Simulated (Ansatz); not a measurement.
Consider the redistribution: `[Cl][GeH]([Cl])[Cl]` + `OBS` → `[Cl][GeH2][Cl]` + `OB(S)Cl`.

Program: Ansatz. Geometries: PBE0-D4/def2-TZVP. ΔE: electronic, gas phase. CCSD(T)/CBS is the MP2 limit (def2-TZVPP, def2-QZVPP) plus CCSD(T) − MP2 in def2-TZVPP, frozen cores. Functionals use def2-TZVPP. B3LYP here is the variant with VWN-RPA as its local correlation; programs differ in this. HSE06 is defined as in plane-wave codes. For Ge outer-core shells are correlated without core-valence functions, which leaves a few kJ/mol of doubt a bond. Scalar relativity is left out up to krypton. One conformer a species, not always the lowest.

| level | ΔE (kcal/mol) | difference from CCSD(T)/CBS |
| --- | --- | --- |
| LDA (SPW92) | -5.7 | -2.4 |
| revPBE-D4 | -3.6 | -0.3 |
| BLYP-D4 | -2.7 | 0.6 |
| r2SCAN-D4 | -3.6 | -0.3 |
| B97M-V | -4.6 | -1.3 |
| PBE0-D4 | -3.7 | -0.4 |
| B3LYP-D4 | -2.9 | 0.4 |
| HSE06-D4 | -3.6 | -0.3 |
| BHLYP-D4 | -2.6 | 0.7 |
| CAM-B3LYP-D4 | -3.5 | -0.2 |
| ωB97X-V | -3.4 | -0.1 |
| ωB97M-V | -3.5 | -0.2 |
| B2PLYP | -3.0 | 0.3 |
| PBE-QIDH | -3.7 | -0.4 |
| PBE | -3.8 | -0.5 |
| revPBE | -3.3 | 0.0 |
| BLYP | -2.8 | 0.5 |
| PBE0 | -3.8 | -0.5 |
| B3LYP | -3.1 | 0.2 |
| r2SCANh | -3.7 | -0.4 |
| r2SCAN0 | -3.7 | -0.4 |
| HSE06 | -3.8 | -0.5 |
| CAM-B3LYP | -3.7 | -0.4 |
| LC-ωPBE | -4.4 | -1.1 |
| RPA@PBE/def2-TZVPP | -3.2 | 0.1 |
| HF/def2-SVP | -5.1 | -1.8 |
| MP2/def2-SVP | -6.4 | -3.1 |
| CCSD/def2-SVP | -6.1 | -2.8 |
| CCSD(T)/def2-SVP | -6.2 | -2.9 |
| HF/def2-TZVPP | -2.2 | 1.1 |
| MP2/def2-TZVPP | -3.4 | -0.1 |
| SCS-MP2/def2-TZVPP | -3.0 | 0.3 |
| CCSD/def2-TZVPP | -3.3 | 0.0 |
| CCSD(T)/def2-TZVPP | -3.3 | 0.0 |
| HF/def2-QZVPP | -2.2 | 1.1 |
| MP2/def2-QZVPP | -3.4 | -0.1 |
| SCS-MP2/def2-QZVPP | -3.0 | 0.3 |
| HF/CBS(def2) | -2.2 | 1.1 |
| MP2/CBS(def2) | -3.4 | -0.1 |
| CCSD/CBS(def2) | -3.3 | 0.0 |
| CCSD(T)/CBS | -3.3 | 0 |

Largest T1 diagnostic among the species: 0.013.

Leaving LDA and LC-ωPBE aside and taking each functional with its dispersion term where it has one, the values spread over 2.0 kcal/mol, from B97M-V to BHLYP-D4. LDA lies −2.0 kcal/mol from PBE without D4. At CCSD(T), def2-SVP lies −2.9 kcal/mol from the extrapolated value and def2-TZVPP +0.0 kcal/mol.
